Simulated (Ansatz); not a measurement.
Program: Ansatz. Geometries: PBE0-D4/def2-TZVP. ΔE: electronic, gas phase. CBS: MP2 limit from def2 TZ/QZ plus the TZ coupled-cluster correction, frozen cores. This one scheme is used for every species. Functionals use def2-TZVPP. For Br, Ga outer-core shells are correlated without core-valence functions, which leaves a few kJ/mol of doubt a bond. Scalar relativity is left out up to krypton. One conformer a species, not always the lowest.

`N[SiH](N)[Ga]([F])[Cl]` + HBr → `N[SiH2]N` + `[F][Ga]([Cl])[Br]`  (formal exchange of groups at the Si–Ga bond)

`N[SiH](N)[Ga]([F])[Cl]`:

Cartesian coordinates in Å:
```
N 1.295 -0.312 0.967
Si 0.115 0.609 0.157
N 0.721 1.166 -1.338
Ga -1.698 -0.993 0.108
F -3.229 -0.868 -0.745
Cl -1.564 -2.889 1.143
H 2.206 0.048 1.200
H 1.067 -1.156 1.465
H -0.384 1.845 0.821
H 1.105 0.538 -2.025
H 0.366 2.012 -1.753
```

HBr:

Cartesian coordinates in Å:
```
Br -0.308 0.278 -0.577
H 0.308 -0.278 0.577
```

`N[SiH2]N`:

Cartesian coordinates in Å:
```
N 0.000 0.395 1.405
Si -0.084 0.453 -0.303
N 0.136 -1.131 -0.912
H -0.625 -0.182 1.944
H 0.329 1.188 1.928
H 0.946 1.470 -0.667
H -1.380 0.880 -0.906
H -0.288 -1.408 -1.781
H 0.966 -1.664 -0.708
```

`[F][Ga]([Cl])[Br]`:

```xyz
4

F     1.765   -0.347   -0.234
Ga    0.072   -0.038   -0.016
Cl   -1.259   -1.642   -0.330
Br   -0.578    2.028    0.579
```

```
                 species  r2SCANh-D4 energy (Eh)
`N[SiH](N)[Ga]([F])[Cl]`             -2887.01575
                     HBr             -2574.74087
              `N[SiH2]N`              -402.62862
     `[F][Ga]([Cl])[Br]`             -5059.15908
```

Q: Work out ΔE.

A: ΔE = (-402.62862) + (-5059.15908) − (-2887.01575) − (-2574.74087) = -0.03108 Eh = -19.5 kcal/mol. CCSD(T)/CBS gives -19.6 kcal/mol.

Largest T1 diagnostic among the species: 0.013.

In def2-TZVPP, CCSD(T) changes the Hartree–Fock value by +7.2 kcal/mol (the triples alone add +0.8 kcal/mol) and MP2 by +5.7 kcal/mol. From PBE to PBE0 (25 % exact exchange), in def2-TZVPP and without D4, ΔE moves by −2.9 kcal/mol. Leaving LDA and LC-ωPBE aside and taking each functional with its dispersion term where it has one, the values, not all of them listed here, spread over 7.0 kcal/mol, from PBE-QIDH to PBE-D4. LDA lies +1.8 kcal/mol from PBE without D4.
